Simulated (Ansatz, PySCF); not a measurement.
Reaction (SMILES): BB (B2H4) → 2 [BH2] (BH2) (the B-B bond at the site shown breaks; other sites are not compared here)
Structures are relaxed separately at B3LYP-D3(BJ)/def2-TZVP in Ansatz (a first-principles code), one conformer each, not searched for the lowest.

Quantity: bond dissociation energy (electronic energy difference), in kcal/mol. Correlated levels leave the core frozen unless marked. Open shells are spin-unrestricted. Spin-orbit coupling is left out. No relativistic terms. CBS(X,Y): correlation extrapolated as X^-3; Hartree-Fock from the larger set.

CCSD(T)/CBS(def2-TZVPPD,def2-QZVPPD) (Ansatz) gives 109.2 kcal/mol.

Problem. Another calculation gave 107.8 kcal/mol. Which level was it?
A. B97M-V/def2-TZVPD (Ansatz)
B. PW6B95/def2-TZVPD (PySCF)
C. B2PLYP/def2-TZVPD (Ansatz)
D. TPSSh/def2-TZVPD (PySCF)

Solution. C, B2PLYP/def2-TZVPD (Ansatz). The others give 110.8 (PW6B95), 105.0 (TPSSh), 115.0 (B97M-V) kcal/mol.
